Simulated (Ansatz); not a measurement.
C₅H₁₄NSi, doublet, at a GFN2-xTB geometry; HF/STO-3G run with Ansatz (an electronic-structure program).

Here is a job for Ansatz.
Ansatz 0.2 input:
```yaml
crystal:
  periodic: [false, false, false]
  atoms:
    - {symbol: C, position_ang: [-0.52010405, -0.73735283, -1.95420073]}
    - {symbol: Si, position_ang: [-0.60453952, -0.04825465, -0.23797418]}
    - {symbol: C, position_ang: [-1.59335513, -1.20417502, 0.90345873]}
    - {symbol: C, position_ang: [-1.37106188, 1.69217890, -0.24854698]}
    - {symbol: N, position_ang: [0.97634828, 0.12744080, 0.50880763]}
    - {symbol: C, position_ang: [1.69559356, -1.02444080, 0.98386991]}
    - {symbol: C, position_ang: [1.86511903, 1.18437909, 0.10532634]}
    - {symbol: H, position_ang: [-0.32294206, -0.12088686, -2.81544969]}
    - {symbol: H, position_ang: [-0.45139548, -1.79456139, -2.14975667]}
    - {symbol: H, position_ang: [-1.44128637, -0.97010406, 1.95223950]}
    - {symbol: H, position_ang: [-2.65451044, -1.11761729, 0.69682096]}
    - {symbol: H, position_ang: [-1.32170075, -2.24325751, 0.74988302]}
    - {symbol: H, position_ang: [-0.97319634, 2.29755558, -1.05619549]}
    - {symbol: H, position_ang: [-1.19639159, 2.22073477, 0.68310436]}
    - {symbol: H, position_ang: [-2.44372917, 1.62874213, -0.39552542]}
    - {symbol: H, position_ang: [2.35049052, -1.44614525, 0.21105086]}
    - {symbol: H, position_ang: [0.99547720, -1.79012359, 1.30147696]}
    - {symbol: H, position_ang: [2.32116777, -0.74202936, 1.83591899]}
    - {symbol: H, position_ang: [2.52846275, 0.87273115, -0.71126696]}
    - {symbol: H, position_ang: [1.28970967, 2.04355716, -0.22334432]}
    - {symbol: H, position_ang: [2.49181051, 1.48134794, 0.95158531]}
basis:
  gaussian:
    orbitals: STO-3G
hamiltonian:
  xc: hf
magnetization: {spin_polarized: true, initial_magnetization: 1}
```

What does Ansatz print? Leave out banner, timings and long lists.


```
Functional definition: HF
715 factors; integrals over basis functions are off by at most 3.9e-5 eV
mean field evaluation 1: about -14543.6200 eV, gradient 1.4e1 eV
mean field evaluation 2: about -14543.9679 eV, gradient 1.4e1 eV
mean field evaluation 4: about -14545.7385 eV, gradient 1.5e0 eV
mean field evaluation 8: about -14545.7706 eV, gradient 5.1e-5 eV
mean field -14545.76888942 eV, -534.5471472098 hartree, gradient 5.4e-5 eV, S^2 0.765591; 0 other end points of the search recorded, 0 dependent functions left out
reference -14545.76888942 eV, -534.5471472098 hartree; 33, 32 occupied and 20, 21 virtual orbitals, 715 factors
Total energy: -14545.76888942 eV, -534.5471472098 hartree
```
